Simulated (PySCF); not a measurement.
A PySCF script (with the pyscf-properties extension) for the NMR shieldings of SMILES C(OC)[Si@]1(O)C=CO1, C4H8O3Si, on a GFN2-xTB geometry:

```python
import basis_set_exchange as bse
import numpy as np
from pyscf import gto, dft
from pyscf.prop import nmr

atoms = """
C     2.503261    0.223897    0.365611
O     1.867913   -0.651418   -0.526609
C     0.723071   -0.098006   -1.141749
Si   -0.729731    0.223109    0.049581
O    -0.407531    1.558005    0.917055
C    -1.798729   -1.189829    0.708638
C    -2.733872   -0.742692   -0.129757
O    -2.239976    0.377718   -0.758841
H     2.835106    1.135436   -0.146958
H     1.840986    0.510823    1.188182
H     3.367616   -0.309385    0.756318
H     0.430263   -0.823371   -1.901982
H     0.994841    0.834579   -1.655811
H    -1.119684    2.063147    1.308320
H    -1.810502   -2.050280    1.345153
H    -3.730631   -1.052790   -0.388562
"""
names = dict.fromkeys(["C", "O", "Si", "H"], "pcSseg-1")
basis = {el: gto.basis.parse(bse.get_basis(n, elements=[el], fmt="nwchem")) for el, n in names.items()}
mol = gto.M(atom=atoms, basis=basis, charge=0, verbose=0)
mf = dft.RKS(mol, xc="PBE0")
mf.grids.level = 2
mf.grids.alignment = dft.numint.BLKSIZE   # the property module wants whole blocks of grid points
mf.conv_tol = 1e-9
mf.kernel()

calc = nmr.RKS(mf)   # GIAO
C = mf.mo_coeff
Co = C[:, mf.mo_occ > 0]
resp = mf.gen_response(singlet=True, hermi=2)
def vind(x):   # induced exchange potential for any number of trial vectors
    d = np.einsum("pi,xij,qj->xpq", C, 2 * x.reshape(-1, C.shape[1], Co.shape[1]), Co, optimize=True)
    return np.einsum("xpq,pi,qj->xij", resp(d - d.transpose(0, 2, 1)), C, Co, optimize=True).ravel()
mo1, _ = nmr.rhf.solve_mo1(calc, with_cphf=vind)
sigma = calc.kernel(mo1)
for i, s in enumerate(sigma):   # ppm
    w = np.linalg.eigvalsh((s + s.T) / 2)
    print("%2d %-2s iso %8.1f  s11 %8.1f  s22 %8.1f  s33 %8.1f" % (i, mol.atom_pure_symbol(i), w.mean(), *w))
```

Question: Give the expected output.

Answer: 
```
 0 C  iso    123.4  s11     94.1  s22     95.9  s33    180.1
 1 O  iso    344.1  s11    320.3  s22    335.7  s33    376.3
 2 C  iso    118.5  s11     86.7  s22     99.7  s33    169.1
 3 Si iso    346.3  s11    311.7  s22    342.6  s33    384.6
 4 O  iso    265.0  s11    236.6  s22    264.6  s33    293.8
 5 C  iso     75.9  s11    -14.6  s22     98.8  s33    143.4
 6 C  iso     13.6  s11   -110.8  s22     47.2  s33    104.5
 7 O  iso    159.0  s11     84.9  s22    181.2  s33    210.7
 8 H  iso     28.4  s11     24.9  s22     26.6  s33     33.8
 9 H  iso     27.9  s11     23.6  s22     28.3  s33     31.8
10 H  iso     27.9  s11     23.9  s22     25.5  s33     34.1
11 H  iso     27.6  s11     23.4  s22     27.1  s33     32.4
12 H  iso     28.2  s11     23.7  s22     28.5  s33     32.3
13 H  iso     28.7  s11     20.7  s22     23.4  s33     42.0
14 H  iso     26.7  s11     25.7  s22     26.2  s33     28.4
15 H  iso     24.0  s11     22.8  s22     23.0  s33     26.3
```

These numbers come from an equivalent density-fitted implementation of the same equations, which agrees with the script to about 0.01 ppm for H and up to a few tenths of a ppm for heavy atoms, so last digits may differ.

Size and cost of the density-fitted run: 183 basis functions, 51 s wall time on 1 thread of an Arm Neoverse N1, shared host; peak memory 0.82 GiB.
